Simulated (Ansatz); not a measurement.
`F[SiH2]O[SiH2][SiH3]` + `[NH2][AlH2]` → `[AlH2][NH][SiH2][SiH3]` + `O[SiH2]F`  (ligand exchange at the Si–O bond)

Gas-phase electronic energies from Ansatz, PBE0-D4/def2-TZVP geometries. CCSD(T)/CBS adds triple-zeta CCSD(T) − MP2 to the extrapolated MP2 energy (def2 sets, frozen cores). This one scheme is used for every species. DFT in def2-TZVPP. B3LYP here is the variant with VWN-RPA as its local correlation; programs differ in this. One conformer a species, not always the lowest.

```json
{"level": "PBE-D4", "ΔE (eV)": "0.43"}
{"level": "PBE0-D4", "ΔE (eV)": "0.46"}
{"level": "B3LYP-D4", "ΔE (eV)": "0.53"}
{"level": "ωB97X-V", "ΔE (eV)": "0.51"}
{"level": "r2SCAN", "ΔE (eV)": "0.49"}
{"level": "CCSD/def2-TZVPP", "ΔE (eV)": "0.50"}
{"level": "MP2/def2-QZVPP", "ΔE (eV)": "0.48"}
{"level": "HF/CBS(def2)", "ΔE (eV)": "0.64"}
```

(1) What does CCSD(T)/CBS give? (Best estimate.)

Largest T1 diagnostic among the species: 0.013.

## Answers

(1) The calculation gave: +0.50 eV. The listed levels differ from it by -0.07, -0.04, 0.03, 0.01, -0.01, 0.00, -0.02, 0.14 eV.

In def2-TZVPP, CCSD(T) changes the Hartree–Fock value by −0.14 eV (the triples alone add −0.02 eV) and MP2 by −0.15 eV.
